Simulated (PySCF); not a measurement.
Run record: geometry optimisation, `CCc1cccn2ccnc12`.

Method: PBE0-D3(BJ)/def2-SVP geometry optimisation, gas phase (PySCF 2.14.0). Start geometry: GFN2-xTB. The input is one job of a driver script: a line of settings, then coordinates in Å.

Input:
```
{"job": {"xc": "PBE0", "basis": "def2-SVP", "d3": "d3bj", "grid": 1, "kind": "geom"}, "charge": 0, "multiplicity": 1}
C      2.626385     0.354577    -0.752734
C      1.918683     0.644606     0.571656
C      0.589582    -0.042756     0.622762
C      0.344269    -1.156676     1.381264
C     -0.919588    -1.783273     1.370546
C     -1.927622    -1.288905     0.603491
N     -1.702112    -0.186361    -0.150560
C     -2.508236     0.510804    -0.994697
C     -1.737943     1.535405    -1.489761
N     -0.492053     1.498097    -0.983950
C     -0.463796     0.455833    -0.170552
H      2.787643    -0.714292    -0.875881
H      2.015803     0.714896    -1.575771
H      3.589413     0.858289    -0.781644
H      1.759671     1.721187     0.651452
H      2.537191     0.311995     1.407325
H      1.127006    -1.566736     2.001256
H     -1.089255    -2.660335     1.973667
H     -2.913810    -1.725910     0.555282
H     -3.528399     0.239557    -1.173857
H     -2.021751     2.296940    -2.189762
```

Question: Estimate the output.

Answer: 
```
step   0  E = -457.64249157  max force = 0.011399
step   1  E = -457.64476657  max force = 0.002153
step   2  E = -457.64477757  max force = 0.001486
step   3  E = -457.64478717  max force = 0.001796
step   4  E = -457.64479871  max force = 0.000602
step   5  E = -457.64479966  max force = 0.000691
step   6  E = -457.64480333  max force = 0.000180
optimisation converged
```

Energies in Eh; «max force» is the largest Cartesian gradient component in Eh/bohr.

Question: Give the first gradient maximum in eV/Å.

Answer: With 1 Eh/bohr = 51.422 eV/Å, 0.586 eV/Å.

Question: How much energy does the optimisation release, in kJ/mol?

Answer: E(step 0) − E(last step) = 0.002312 Eh, which is 6.1 kJ/mol.

Main results: final energy -457.64480 Eh after 6 steps; dipole 2.81 D.

Question: Give the final coordinates.

Answer: 0.037 Å rms from the input after alignment:
```
atom  x, y, z in Å
C1     2.8804    0.4126   -0.9383
C2     2.1490    0.6649    0.3780
C3     0.8163   -0.0186    0.4471
C4     0.5659   -1.1277    1.2222
C5    -0.7121   -1.7504    1.2298
C6    -1.7258   -1.2558    0.4628
N7    -1.4928   -0.1526   -0.3119
C8    -2.3150    0.5452   -1.1612
C9    -1.5314    1.5638   -1.6671
N10   -0.2727    1.5244   -1.1706
C11   -0.2493    0.4851   -0.3487
H12    3.0631   -0.6622   -1.0916
H13    2.2845    0.7870   -1.7829
H14    3.8526    0.9284   -0.9491
H15    1.9895    1.7491    0.4952
H16    2.7647    0.3307    1.2278
H17    1.3642   -1.5362    1.8466
H18   -0.8967   -2.6291    1.8492
H19   -2.7284   -1.6825    0.4211
H20   -3.3518    0.2641   -1.3237
H21   -1.8407    2.3292   -2.3793
```

The run took about 6 min of CPU time (one thread, shared machine).
Labels such as C1 count atoms from 1, the log's own numbers from 0.
